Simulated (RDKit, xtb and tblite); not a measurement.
Conformational energy of SMILES CO[SiH2][SiH2]C(C)C. Scanned: dihedral C1–O2–Si3–Si4 and dihedral O2–Si3–Si4–C5; all other coordinates were relaxed at GFN2-xTB. GFN2-xTB can order the conformers of Si and Ge chains otherwise than DFT does. Points at φ and −φ are mirror images. Heavy atoms are numbered in the order of the SMILES CO[SiH2][SiH2]C(C)C, hydrogens after them in the order of the atoms that carry them; the mirror image has the same energies with the sign of each dihedral reversed.

- GFN2-xTB (xtb and tblite)
- MMFF94 // GFN2-xTB (RDKit)
- UFF // GFN2-xTB (RDKit)

Energies in kJ/mol at chosen points (x: dihedral C1–O2–Si3–Si4 (°); y: dihedral O2–Si3–Si4–C5 (°)), relative to x = 180, y = -60:

```csv
method,"(180, 150)","(120, -120)","(-90, -150)","(0, -30)","(180, -150)","(-30, 150)","(60, 150)"
GFN2-xTB,-2.6,9.0,4.3,17.1,-2.6,3.9,0.5
MMFF94,9.3,15.5,8.3,37.3,9.3,16.4,8.9
UFF,9.2,32.5,17.0,84.1,9.2,28.2,8.2
```

MMFF94 has few fitted parameters for silicon.
